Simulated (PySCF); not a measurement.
## Dipole moment and polarisability of `C[SiH2][C@@H]1C=C[C@@H]1C#N`

Compound: C6H9NSi.
SMILES with atom numbers: `[CH3:1][SiH2:2][C@@H:3]1[CH:4]=[CH:5][C@@H:6]1[C:7]#[N:8]` (hydrogens: H9, H10, H11 on C1; H12, H13 on Si2; H14 on C3; H15 on C4; H16 on C5; H17 on C6)

Structure used (GFN2-xTB), in Å, numbered top down from 1:
```xyz
17
C6H9NSi angstrom
C      2.4188   -0.3509   -0.3643
Si     1.1010    0.0488    0.9367
C     -0.3915    0.8642    0.0638
C     -1.6284    1.0080    0.8990
C     -2.3769    0.2154    0.1396
C     -1.2742   -0.0351   -0.8665
C     -0.8744   -1.4005   -1.0205
N     -0.5690   -2.4973   -1.1424
H      3.3058   -0.7629    0.1062
H      2.7223    0.5321   -0.9207
H      2.0536   -1.0856   -1.0765
H      0.6453   -1.1512    1.6398
H      1.5931    1.0398    1.9035
H     -0.0883    1.7888   -0.4327
H     -1.8037    1.5589    1.8044
H     -3.3839   -0.1560    0.1764
H     -1.4566    0.3957   -1.8557
```

Level: B3LYP/def2-SVPD (PySCF), static field, nuclei fixed, core orbitals frozen in the response. The polarisability tensor in these axes (au):

```
x   104.77  -1.60   0.91
y    -1.60  94.61  11.21
z     0.91  11.21  87.57
```

Task: What are the eigenvalues, a third of the trace, and Δα (Δα² = ½Σ(αi − αj)² over the three pairs)?

Result: Principal values 79.22, 102.59 and 105.12 au; mean 95.65 au = 14.17 Å³ = 15.77 × 10⁻⁴⁰ C²·m²/J; Δα = 24.73 au (26 % of the mean).

Task: What is the dipole moment, and where does it point?

Result: (-0.52, 3.71, 0.35) D, 3.76 D in size, pointing from the negative to the positive side. Measured along this direction, the outermost atoms are N8 at the negative end and H15 at the positive end.

Task: Along which axes do the principal values lie, and how far do the nuclei extend along each?

Result: Largest value along (0.95, -0.29, -0.14), where the nuclei span 6.53 Å; middle along (0.31, 0.75, 0.58), 5.10 Å; least along (-0.07, -0.59, 0.80), 3.59 Å. The response follows the extents in order.

Task: What are the principal values of the traceless quadrupole moment, Θ = ½Σq(3rr − r²1), about the centre of nuclear charge?

Result: -13.21, 4.39, 8.81 D·Å. The values depend on the origin, since the dipole doesn't vanish. The electronic extent ⟨r²⟩ about the same centre is 1160 bohr², a root-mean-square distance of 2.22 Å for the 66 electrons.

Task: Find the Langevin capture rate constant for O2+ (31.990 u) meeting this molecule (123.050 u), k = 2.342 × 10⁻⁹ cm³/s × √(α in Å³ / reduced mass in u).

Result: The reduced mass is 25.39 u, so k = 1.75 × 10⁻⁹ cm³/s. The formula leaves out the permanent dipole, which adds to the capture rate.

Isolated species at its GFN2-xTB geometry (one conformer only).
